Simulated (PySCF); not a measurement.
Compound: C₆H₉O (doublet state).
Atom-mapped SMILES: `[CH3:1][C:2]1[CH2:3][CH:4]=[C:5]([CH3:6])[O:7]1` (hydrogens: H8, H9, H10 on C1; H11, H12 on C3; H13 on C4; H14, H15, H16 on C6)

The calculation used UKS B3LYP, pcH-1 on C H O, non-relativistic, mean-field spin-orbit, GIAO (PySCF). Geometry: GFN2-xTB; no solvent, vibrations or thermal averaging. The geometry wasn't refined by DFT: couplings that depend on bond lengths, twists or pyramidal angles can differ widely from those at the functional's own minimum. Stability of the SCF solution: not tested.

Problem. What is the g tensor, term by term?

Solution. 
```
                    Δg (ppm)     1     2     3
relativistic mass correction  -176  -176  -176
            gauge correction    -5    40    31
   orbital Zeeman/spin–orbit   -49   814  1620
                       total  -230   678  1475
```

So g = 2.00209, 2.00300, 2.00379 and g_iso = 2.00296; the tensor is rhombic: the two nearest values differ by 47 % of g3 − g1. Axes: g3 points within 14° of the C1–C2 bond.

Problem. What effective moment and Curie constant follow for a powder?

Solution. With the mean of g² = 4.0119 and S(S+1) = 0.75: μ_eff = √(⟨g²⟩S(S+1)) = 1.735 μB and χT = 0.12505·⟨g²⟩·S(S+1) = 0.376 cm³ K/mol (cgs; spin-Hamiltonian part alone).

Problem. At 9.436 GHz, how far is the centre of the isotropic spectrum from where a free electron (g = 2.002319) resonates?

Solution. B = hν/(g μB) with μB/h = 13.99624 MHz/mT gives 336.70 mT for the free electron and 336.59 mT at g_iso, 0.11 mT lower.

Problem. In a frozen sample, at which fields do the three g values resonate at 9.5, 34, 94 and 263 GHz (hyperfine left aside), and which band first spreads them over more than twice a line width of 1.0 mT?

Solution. 
```csv
band,GHz,B(g3) mT,B(g2) mT,B(g1) mT,spread mT
X,9.5,338.73,338.87,339.02,0.29
Q,34.0,1212.31,1212.79,1213.34,1.03
W,94.0,3351.69,3353.02,3354.54,2.85
J,263.0,9377.59,9381.32,9385.57,7.99
```

The spread grows in proportion to the frequency. W band is the first where it exceeds 2.0 mT.

Largest spin populations (Mulliken): C2 (+0.85), C3 (-0.09), C4 (+0.07) and H12 (+0.07). C2 is the only atom above +0.15. The positive populations add up to 1.20 and the negative ones to -0.20, together 2S = 1. The angles at C2 add up to 356.6°, so it is nearly planar.

The HOMO–LUMO gaps are 4.84 eV among the α and 5.51 eV among the β orbitals.
